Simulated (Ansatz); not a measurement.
GeICl3 was relaxed with PBE0-D4 (def2-SVP) in Ansatz in these states: charge +1 doublet, neutral singlet. The geometries follow in no particular order.

In the def2 sets I takes a core potential; there is no spin–orbit coupling.

A:

```xyz
5

Ge    0.2410    0.0298   -0.1369
I    -2.3129    0.1992    0.4327
Cl    0.4524   -1.0256    1.7085
Cl    1.0993    1.9301   -0.1593
Cl    0.5202   -1.1333   -1.8450
```

B:

```xyz
5

Ge    0.041    0.009    0.022
I    -2.105   -0.471   -1.129
Cl    0.677    2.006   -0.383
Cl    1.563   -1.331   -0.644
Cl   -0.176   -0.213    2.133
```

**Question.** Judge from the bond lengths which geometry belongs to which state (an estimate).

**Answer.** A is the charge +1 doublet (Ge1–I2 2.622 Å, Ge1–Cl4 2.085 Å, Ge1–Cl5 2.085 Å); B is the neutral singlet (Ge1–I2 2.482 Å, Ge1–Cl4 2.134 Å, Ge1–Cl5 2.134 Å).
